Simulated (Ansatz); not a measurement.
Gas-phase reaction in SMILES: [O]=[Al][F] → [O]=[Al][F] as doublet, charge +1 + e-
Geometries: B3LYP-D3(BJ)/def2-TZVP minima from Ansatz (a quantum-chemistry and plane-wave program).

Property: adiabatic ionisation energy (electronic energy difference), in eV. Correlated levels leave the core frozen unless marked. Open shells are spin-unrestricted. No spin-orbit coupling. Non-relativistic. Basis-set limits of correlation are two-point, X^-3; Hartree-Fock from the larger set.

| level | program | adiabatic ionisation energy (eV) | minus last row |
|---|---|---|---|
| PBE/def2-TZVPD | Ansatz | 10.50 | 0.09 |
| B3LYP/def2-TZVPD | Ansatz | 10.36 | -0.05 |
| PBE0/6-31G* | Ansatz | 9.94 | -0.47 |
| PBE0/def2-TZVP | Ansatz | 10.14 | -0.27 |
| CCSD/aug-cc-pV(D+d)Z | Ansatz | 10.02 | -0.39 |
| CCSD/cc-pVTZ | Ansatz | 9.96 | -0.45 |
| CCSD(T)/CBS(cc-pV(T+d)Z,cc-pV(Q+d)Z) | Ansatz | 10.41 | 0.00 |
